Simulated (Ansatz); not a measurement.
The cluster Al₃O₃⁺. Total charge 1; singlet. Geometry r2SCAN-D4/def2-SVP.

```tsv
atom	x (Å)	y (Å)	z (Å)
Al1	-1.646	-0.543	-0.039
Al2	1.145	-0.779	1.042
Al3	0.501	1.322	-1.003
O4	-0.493	-1.302	0.988
O5	1.621	0.534	0.038
O6	-1.128	0.768	-1.026
```

B3LYP takes the VWN-RPA correlation. The restricted singlet is unstable towards broken spin symmetry in Hartree–Fock (as tested in another run); at HF/STO-3G, LDA (SPW92)/def2-TZVP, PBE-D4/def2-SVP, BLYP-D4/def2-TZVP and others this wasn't settled. The structure comes from a short search, and lower isomers may exist.

Question: Estimate the orbital energies around the gap (eV) in Ansatz with HF/STO-3G, LDA (SPW92)/def2-TZVP, PBE-D4/def2-SVP, BLYP-D4/def2-TZVP, B3LYP-D4/def2-TZVP.

Answer: 
| orbital | HF/STO-3G | LDA (SPW92)/def2-TZVP | PBE-D4/def2-SVP | BLYP-D4/def2-TZVP | B3LYP-D4/def2-TZVP |
| --- | --- | --- | --- | --- | --- |
| HOMO−13 | -85.01 | -74.71 | -75.01 | -74.71 | -78.75 |
| HOMO−12 | -36.45 | -28.52 | -28.28 | -28.33 | -30.92 |
| HOMO−11 | -35.71 | -28.01 | -27.76 | -27.85 | -30.42 |
| HOMO−10 | -35.71 | -28.01 | -27.76 | -27.85 | -30.42 |
| HOMO−9 | -17.41 | -16.28 | -16.04 | -15.82 | -17.30 |
| HOMO−8 | -17.41 | -16.28 | -16.04 | -15.82 | -17.30 |
| HOMO−7 | -16.26 | -15.09 | -14.89 | -14.64 | -16.04 |
| HOMO−6 | -14.88 | -14.66 | -14.37 | -14.21 | -15.80 |
| HOMO−5 | -14.61 | -13.77 | -13.52 | -13.34 | -14.79 |
| HOMO−4 | -13.49 | -12.98 | -12.69 | -12.58 | -14.00 |
| HOMO−3 | -13.49 | -12.98 | -12.69 | -12.58 | -14.00 |
| HOMO−2 | -13.31 | -12.79 | -12.49 | -12.41 | -13.89 |
| HOMO−1 | -13.31 | -12.79 | -12.49 | -12.41 | -13.89 |
| HOMO | -7.40 | -10.30 | -10.08 | -10.02 | -10.46 |
| LUMO | -0.14 | -9.05 | -8.84 | -8.78 | -8.44 |
| LUMO+1 | -0.14 | -9.05 | -8.84 | -8.78 | -8.44 |
| LUMO+2 | 4.94 | -6.01 | -5.79 | -5.68 | -5.17 |
| LUMO+3 | 4.94 | -6.01 | -5.79 | -5.68 | -5.17 |
| LUMO+4 | 5.90 | -5.75 | -5.48 | -5.43 | -4.97 |
| LUMO+5 | 9.05 | -5.03 | -4.70 | -4.63 | -4.15 |
